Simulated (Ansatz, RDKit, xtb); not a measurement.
Pair of molecules: N2 (SMILES N#N) (first 2 atoms) with CHN (SMILES C#N); geometry from B3LYP-D3(BJ)/def2-TZVP, rigid monomers moved along the line of their centres of mass till N2···H5 is 2.20 Å.
(charge 0, multiplicity 1):
```xyz
5

N      0.0639     0.3230    -1.0964
N      0.0305     0.1182    -0.0260
C     -0.0698    -0.5028     3.1818
N     -0.1051    -0.7212     4.3067
H     -0.0370    -0.2983     2.1339
```

Counterpoise-corrected where a basis set is named; no monomer relaxation. RDKit's UFF carries no charges.

Cores are frozen in the correlated methods. CBS: X⁻³ extrapolation of the correlation energy, Hartree–Fock from the larger set.

The values were computed with Ansatz (Gaussian orbitals); RDKit for the force fields; xtb for the GFN methods. Each number belongs to the level named beside it.

### Question
What interaction energy does UFF give?

### Answer
4.7 kcal/mol

### Question
What is the computed interaction energy (CCSD(T)/CBS(aug-cc-pVDZ, aug-cc-pVTZ))?

### Answer
-0.8 kcal/mol

### Question
Give the interaction energy at the level GFN-FF.

### Answer
-1.7 kcal/mol

Ansatz is a quantum-chemistry and plane-wave program.
